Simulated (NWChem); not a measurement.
System: CH6N cation; SMILES [NH3+]C

NWChem input:

```
start job
memory heap 200 mb stack 900 mb global 1100 mb
charge 1
geometry units angstroms noautoz
  C      0.000000     0.000000     0.814573
  N      0.000000     0.000000    -0.702497
  H     -1.016838     0.195558     1.154755
  H      0.677777     0.782828     1.154755
  H      0.339061    -0.978386     1.154755
  H     -0.625345    -0.723642    -1.080310
  H      0.939365    -0.179744    -1.080310
  H     -0.314020     0.903386    -1.080310
end
basis spherical
  C library 6-311g**
  N library 6-311g**
  H library 6-311g**
end
dft
  xc xpbe96 cpbe96
  iterations 150
  mulliken
end
task dft energy
```

All runs use the structure optimised with B3LYP/6-31G* (spherical d).

Q: Give the results of this calculation. (PBE/6-311G** (spherical d).) Quantities: basis functions; energy (Ha); highest occupied level (eV); orbital gap (eV).

A: 
```json
{
 "number_of_basis_functions": "72",
 "energy (Ha)": "-96.11",
 "highest occupied level (eV)": "-15.79",
 "orbital gap (eV)": "9.61"
}
```
